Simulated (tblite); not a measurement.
A geometry optimisation, step by step.

C6H8BClF2.
SMILES with atom numbers: `[CH2:1]=[CH:2][C@H:3]([Cl:4])/[C:5]([CH3:6])=[CH:7]\[B:8]([F:9])[F:10]` (hydrogens: H11, H12 on C1; H13 on C2; H14 on C3; H15, H16, H17 on C6; H18 on C7)

Computed with GFN2-xTB (tblite), gas phase: L-BFGS steps from a force-field or distance-geometry start until the largest atomic force falls under 0.01 eV/Å. 9 of its 148 geometries are shown.

Step 0: E = -875.9677 eV, largest atomic force 3.166 eV/Å
```
atom  x, y, z in Å  |  force x, y, z in eV/Å
C1      2.882    0.574   -0.230   -1.466  -0.651  -0.142
C2      1.721   -0.112   -0.153    2.423  -0.054   0.861
C3      0.533    0.245   -0.952   -0.013  -0.256  -0.291
Cl4     0.314    2.024   -0.746   -0.866  -0.016   0.267
C5     -0.685   -0.505   -0.517   -1.227  -0.031  -0.023
C6     -0.734   -1.995   -0.573    0.595  -0.302   0.273
C7     -1.773    0.119   -0.083    0.019   0.960   0.501
B8     -1.851    1.690    0.024   -2.096   1.548  -0.295
F9     -2.444    2.314   -1.161    0.976  -0.695   2.424
F10    -2.248    2.303    1.285    1.148  -0.956  -2.791
H11     3.708    0.257    0.387    0.045   0.333  -0.250
H12     2.949    1.435   -0.906    0.287  -0.526   0.523
H13     1.693   -0.966    0.558   -0.269   0.716  -0.689
H14     0.756    0.087   -2.028   -0.266   0.071   0.307
H15    -0.560   -2.338   -1.603   -0.236  -0.116   0.440
H16    -1.705   -2.336   -0.143    0.932   0.075  -0.635
H17     0.095   -2.353    0.063   -0.422  -0.289  -0.343
H18    -2.658   -0.437    0.236    0.437   0.190  -0.139
```

Step 18: E = -876.8323 eV, largest atomic force 0.104 eV/Å
```
atom  x, y, z in Å  |  force x, y, z in eV/Å
C1      2.885    0.541   -0.223    0.023  -0.003   0.008
C2      1.744   -0.115   -0.117   -0.028   0.009  -0.009
C3      0.502    0.242   -0.883   -0.068  -0.078   0.012
Cl4     0.182    2.007   -0.699    0.025   0.006  -0.050
C5     -0.737   -0.511   -0.456   -0.071   0.022   0.010
C6     -0.673   -2.005   -0.564    0.030   0.033  -0.016
C7     -1.825    0.149   -0.078   -0.070   0.053   0.022
B8     -1.940    1.726   -0.065    0.018  -0.038   0.037
F9     -2.590    2.364   -1.051    0.031  -0.030   0.031
F10    -1.970    2.395    1.094    0.008   0.035   0.007
H11     3.744    0.253    0.353    0.077  -0.008   0.015
H12     3.003    1.391   -0.872   -0.016   0.019  -0.017
H13     1.669   -0.956    0.555   -0.065   0.025   0.018
H14     0.671    0.094   -1.958    0.005  -0.012   0.013
H15    -0.507   -2.287   -1.602    0.020  -0.050  -0.029
H16    -1.605   -2.448   -0.224    0.015   0.035  -0.031
H17     0.138   -2.420    0.029    0.050  -0.006   0.012
H18    -2.699   -0.414    0.220    0.017  -0.013  -0.033
```

Step 37: E = -876.8480 eV, largest atomic force 0.112 eV/Å
```
atom  x, y, z in Å  |  force x, y, z in eV/Å
C1      2.859    0.518   -0.221    0.013   0.010   0.018
C2      1.699   -0.089   -0.063   -0.048   0.031   0.002
C3      0.492    0.227   -0.900   -0.108   0.022  -0.021
Cl4     0.162    1.998   -0.843   -0.013   0.011   0.030
C5     -0.755   -0.506   -0.474   -0.022  -0.069   0.006
C6     -0.647   -1.996   -0.602   -0.008  -0.036  -0.024
C7     -1.834    0.150   -0.068    0.041   0.005   0.045
B8     -1.928    1.729   -0.024   -0.029   0.020   0.004
F9     -2.634    2.385   -0.955    0.007  -0.024  -0.008
F10    -1.859    2.400    1.132    0.055  -0.047  -0.016
H11     3.711    0.264    0.380    0.068   0.028   0.048
H12     2.987    1.303   -0.947    0.065  -0.007  -0.044
H13     1.571   -0.847    0.695   -0.012   0.020   0.003
H14     0.711    0.008   -1.952   -0.018   0.017   0.003
H15    -0.418   -2.257   -1.635   -0.006  -0.025  -0.004
H16    -1.576   -2.481   -0.319    0.006   0.044   0.018
H17     0.158   -2.387    0.019   -0.050  -0.012  -0.006
H18    -2.707   -0.413    0.238    0.057   0.014  -0.054
```

Step 55: E = -876.8877 eV, largest atomic force 0.095 eV/Å
```
atom  x, y, z in Å  |  force x, y, z in eV/Å
C1      2.836    0.486   -0.211   -0.011   0.020   0.000
C2      1.596    0.097    0.023   -0.019   0.022  -0.026
C3      0.484    0.219   -0.978   -0.048   0.049   0.011
Cl4     0.052    1.972   -1.105   -0.014   0.019  -0.007
C5     -0.753   -0.536   -0.564    0.045  -0.029   0.078
C6     -0.653   -2.025   -0.705    0.024   0.004  -0.007
C7     -1.798    0.109   -0.060   -0.005   0.009  -0.064
B8     -1.856    1.685    0.073   -0.014   0.032  -0.001
F9     -2.724    2.395   -0.658    0.022  -0.021   0.013
F10    -1.518    2.296    1.217   -0.019  -0.054  -0.023
H11     3.592    0.421    0.550    0.047  -0.015  -0.017
H12     3.134    0.909   -1.158    0.001  -0.056   0.006
H13     1.311   -0.283    0.993   -0.028  -0.008   0.010
H14     0.817   -0.065   -1.981    0.004  -0.022   0.049
H15    -0.315   -2.291   -1.705   -0.038  -0.010  -0.018
H16    -1.620   -2.487   -0.517    0.061   0.000  -0.011
H17     0.072   -2.430    0.002   -0.026   0.037  -0.011
H18    -2.665   -0.464    0.242    0.019   0.023   0.019
```

Step 74: E = -876.9139 eV, largest atomic force 0.076 eV/Å
```
atom  x, y, z in Å  |  force x, y, z in eV/Å
C1      2.801    0.381   -0.177    0.030  -0.032   0.000
C2      1.508    0.338    0.086   -0.031   0.042  -0.028
C3      0.467    0.260   -0.986   -0.025   0.024  -0.020
Cl4    -0.099    1.950   -1.309    0.063   0.036   0.022
C5     -0.739   -0.550   -0.584   -0.005  -0.009   0.011
C6     -0.614   -2.028   -0.780   -0.004  -0.009   0.004
C7     -1.802    0.066   -0.081    0.011  -0.018   0.023
B8     -1.827    1.631    0.141    0.011  -0.015  -0.036
F9     -2.764    2.412   -0.397   -0.056  -0.005  -0.005
F10    -1.278    2.150    1.247   -0.015   0.035   0.043
H11     3.542    0.467    0.598   -0.018  -0.006   0.008
H12     3.167    0.333   -1.190    0.055  -0.028  -0.018
H13     1.131    0.417    1.095   -0.024  -0.009   0.011
H14     0.897   -0.092   -1.926    0.010  -0.007  -0.012
H15    -0.261   -2.252   -1.785   -0.013  -0.015  -0.011
H16    -1.577   -2.504   -0.626    0.011  -0.043  -0.001
H17     0.100   -2.452   -0.074    0.012   0.054  -0.011
H18    -2.662   -0.522    0.204   -0.012   0.007   0.022
```

Step 92: E = -876.9481 eV, largest atomic force 0.094 eV/Å
```
atom  x, y, z in Å  |  force x, y, z in eV/Å
C1      2.773    0.131   -0.147   -0.019  -0.017  -0.008
C2      1.504    0.445    0.042    0.064  -0.067   0.015
C3      0.447    0.368   -1.015    0.011   0.086  -0.005
Cl4    -0.187    2.044   -1.265    0.081  -0.031  -0.021
C5     -0.714   -0.499   -0.588    0.020  -0.009   0.044
C6     -0.503   -1.967   -0.793    0.005  -0.041   0.020
C7     -1.788    0.067   -0.049   -0.005   0.010  -0.043
B8     -1.911    1.636    0.136   -0.047  -0.052   0.015
F9     -2.904    2.327   -0.428   -0.006  -0.023  -0.062
F10    -1.450    2.217    1.252    0.053   0.016   0.055
H11     3.500    0.196    0.644   -0.057   0.017   0.034
H12     3.155   -0.213   -1.095   -0.077   0.013  -0.053
H13     1.151    0.783    1.007   -0.018   0.005  -0.026
H14     0.865    0.043   -1.972   -0.018   0.021   0.029
H15    -0.328   -2.186   -1.849   -0.026   0.032   0.082
H16    -1.370   -2.528   -0.455    0.011   0.020  -0.028
H17     0.370   -2.308   -0.233   -0.022   0.056  -0.041
H18    -2.618   -0.549    0.268    0.051  -0.037  -0.006
```

Step 110: E = -876.9578 eV, largest atomic force 0.025 eV/Å
```
atom  x, y, z in Å  |  force x, y, z in eV/Å
C1      2.744    0.021   -0.147   -0.007   0.000   0.004
C2      1.510    0.452    0.038    0.002   0.007   0.019
C3      0.447    0.423   -1.014    0.013   0.008  -0.004
Cl4    -0.179    2.098   -1.223   -0.003  -0.025  -0.004
C5     -0.693   -0.465   -0.580   -0.008   0.009   0.004
C6     -0.448   -1.927   -0.780   -0.006  -0.001   0.006
C7     -1.779    0.073   -0.040   -0.017   0.009   0.001
B8     -1.963    1.635    0.123   -0.006  -0.003   0.004
F9     -2.946    2.282   -0.508    0.010  -0.001   0.001
F10    -1.560    2.252    1.241   -0.013   0.008   0.010
H11     3.472    0.044    0.645    0.006  -0.006   0.002
H12     3.075   -0.374   -1.092    0.009   0.001  -0.023
H13     1.184    0.843    0.992    0.007  -0.003  -0.014
H14     0.850    0.111   -1.982    0.014   0.011  -0.003
H15    -0.371   -2.154   -1.843   -0.002   0.003   0.004
H16    -1.261   -2.510   -0.357    0.013  -0.013   0.003
H17     0.488   -2.221   -0.306   -0.007  -0.006   0.004
H18    -2.576   -0.577    0.293   -0.006   0.001  -0.014
```

Step 129: E = -876.9603 eV, largest atomic force 0.025 eV/Å
```
atom  x, y, z in Å  |  force x, y, z in eV/Å
C1      2.771   -0.005   -0.186    0.008   0.017   0.002
C2      1.543    0.420    0.049   -0.011   0.009  -0.004
C3      0.456    0.434   -0.978    0.007   0.002  -0.014
Cl4    -0.147    2.123   -1.136   -0.010  -0.014   0.010
C5     -0.695   -0.451   -0.561   -0.004   0.005   0.005
C6     -0.441   -1.916   -0.741    0.005  -0.002   0.007
C7     -1.803    0.085   -0.067   -0.006   0.001   0.005
B8     -2.008    1.644    0.089   -0.002  -0.009   0.002
F9     -2.951    2.287   -0.604    0.006   0.003  -0.010
F10    -1.692    2.257    1.237    0.002   0.011   0.007
H11     3.520   -0.016    0.586    0.005   0.001   0.000
H12     3.078   -0.357   -1.157   -0.004  -0.019  -0.010
H13     1.248    0.780    1.024   -0.014  -0.018   0.010
H14     0.838    0.144   -1.960    0.012   0.000  -0.013
H15    -0.407   -2.164   -1.802   -0.001   0.013  -0.001
H16    -1.227   -2.500   -0.273   -0.003   0.004  -0.006
H17     0.517   -2.190   -0.302    0.008  -0.001   0.009
H18    -2.609   -0.569    0.238    0.002  -0.002   0.000
```

Step 147: E = -876.9613 eV, largest atomic force 0.009 eV/Å
```
atom  x, y, z in Å  |  force x, y, z in eV/Å
C1      2.790    0.017   -0.210   -0.006   0.000  -0.001
C2      1.550    0.385    0.055    0.006   0.000   0.001
C3      0.458    0.424   -0.966    0.001   0.000   0.000
Cl4    -0.124    2.123   -1.095   -0.004   0.000   0.002
C5     -0.701   -0.451   -0.553   -0.001   0.001   0.001
C6     -0.450   -1.918   -0.723   -0.002  -0.001  -0.001
C7     -1.810    0.091   -0.069    0.000   0.001   0.001
B8     -2.012    1.653    0.074   -0.002   0.000   0.000
F9     -2.932    2.294   -0.653    0.002   0.000   0.001
F10    -1.734    2.270    1.230   -0.003   0.000  -0.004
H11     3.546   -0.012    0.555    0.000   0.000  -0.001
H12     3.099   -0.274   -1.201   -0.001  -0.001   0.004
H13     1.245    0.677    1.050    0.008  -0.002  -0.004
H14     0.833    0.147   -1.955    0.001  -0.002   0.000
H15    -0.398   -2.169   -1.782    0.005   0.002   0.000
H16    -1.247   -2.497   -0.267   -0.001   0.000  -0.002
H17     0.499   -2.196   -0.266   -0.005   0.004   0.001
H18    -2.619   -0.558    0.235    0.004  -0.003   0.001
```

Q: Summarise the path.

A: The energy falls by 95.87 kJ/mol from step 0 to step 147; nine tenths of that is first reached at step 44. It rises by more than 0.2 meV at steps 46 and 69. The largest force goes from 3.166 to 0.009 eV/Å. Among the bonds B8–F9 changes most, from 1.464 to 1.336 Å; the atoms move by 0.702 Å rms after alignment.

Q: Follow the three bonds and two angles with the largest change from start to end.

A: 
| step | E above end (kJ/mol) | largest force (eV/Å) | B8–F9 (Å) | B8–F10 (Å) | C1=C2 (Å) | C6–C5–C7 (°) | C7–B8–F9 (°) |
| --- | --- | --- | --- | --- | --- | --- | --- |
| 0 | 95.87 | 3.166 | 1.464 | 1.457 | 1.351 | 117.1 | 112.9 |
| 6 | 22.17 | 0.521 | 1.334 | 1.330 | 1.320 | 120.7 | 121.4 |
| 13 | 14.47 | 0.239 | 1.340 | 1.338 | 1.322 | 123.1 | 121.0 |
| 19 | 12.33 | 0.066 | 1.342 | 1.339 | 1.320 | 123.6 | 120.0 |
| 26 | 11.91 | 0.049 | 1.341 | 1.339 | 1.320 | 124.0 | 119.2 |
| 32 | 11.52 | 0.103 | 1.340 | 1.338 | 1.321 | 125.0 | 119.8 |
| 38 | 10.79 | 0.086 | 1.339 | 1.338 | 1.320 | 125.3 | 120.2 |
| 45 | 9.12 | 0.127 | 1.339 | 1.337 | 1.319 | 125.3 | 120.3 |
| 51 | 7.82 | 0.089 | 1.337 | 1.339 | 1.321 | 125.2 | 119.8 |
| 58 | 6.68 | 0.100 | 1.337 | 1.340 | 1.321 | 124.9 | 120.6 |
| 64 | 5.78 | 0.117 | 1.336 | 1.341 | 1.322 | 124.9 | 121.2 |
| 70 | 4.99 | 0.086 | 1.335 | 1.341 | 1.320 | 124.8 | 122.0 |
| 77 | 4.06 | 0.081 | 1.332 | 1.340 | 1.321 | 125.4 | 122.6 |
| 83 | 3.18 | 0.095 | 1.332 | 1.338 | 1.321 | 125.9 | 122.2 |
| 89 | 2.29 | 0.110 | 1.335 | 1.341 | 1.321 | 125.9 | 121.6 |
| 96 | 0.72 | 0.062 | 1.334 | 1.339 | 1.320 | 125.9 | 121.0 |
| 102 | 0.42 | 0.024 | 1.334 | 1.339 | 1.320 | 125.6 | 121.1 |
| 109 | 0.35 | 0.037 | 1.335 | 1.339 | 1.320 | 125.7 | 121.0 |
| 115 | 0.28 | 0.026 | 1.335 | 1.339 | 1.320 | 125.8 | 120.9 |
| 121 | 0.22 | 0.035 | 1.336 | 1.340 | 1.320 | 125.8 | 121.0 |
| 128 | 0.11 | 0.027 | 1.335 | 1.339 | 1.320 | 125.6 | 121.0 |
| 134 | 0.05 | 0.017 | 1.336 | 1.339 | 1.320 | 125.5 | 121.0 |
| 141 | 0.02 | 0.015 | 1.336 | 1.339 | 1.320 | 125.4 | 120.9 |
| 147 | 0.00 | 0.009 | 1.336 | 1.339 | 1.320 | 125.6 | 120.8 |

The cost below is that of the whole relaxation. On one thread of an Arm Neoverse N1, shared host with 64 logical CPUs at a one-minute load of 60, this took 2.2 s.
